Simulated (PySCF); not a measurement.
**How methods differ on the excitation energy of Sn**

Sn [Kr] 4d10 5s2 5p2 (3P) → Sn [Kr] 4d10 5s2 5p1 6s1 (3P), as a difference of total energies. Computed with PySCF 2.14 in aug-cc-pVQZ-DK3, with the spin-free X2C one-electron Hamiltonian (Gaussian nucleus). Correlated levels: valence: [Kr] 4d10 frozen. The calculations carry no spin-orbit coupling.

```json
{"method": "UHF", "excitation energy (cm⁻¹)": "33065"}
{"method": "PBE0", "excitation energy (cm⁻¹)": "33863"}
{"method": "r2SCAN", "excitation energy (cm⁻¹)": "35357"}
{"method": "B3LYP", "excitation energy (cm⁻¹)": "33574"}
{"method": "BHandHLYP", "excitation energy (cm⁻¹)": "34208"}
{"method": "B2PLYP", "excitation energy (cm⁻¹)": "33880"}
{"method": "MP2 (valence)", "excitation energy (cm⁻¹)": "34203"}
{"method": "SCS-MP2 (valence)", "excitation energy (cm⁻¹)": "34085"}
```

Estimate what LDA gives.

33837 cm⁻¹, closest to PBE0 among the rows shown.

Estimate what PBE gives.

32983 cm⁻¹, closest to UHF among the rows shown.

Errors of the correlated levels include the incompleteness of this basis and the frozen core.

For comparison: 34479 cm⁻¹ (measured; NIST levels, between the centres of gravity of the two terms).
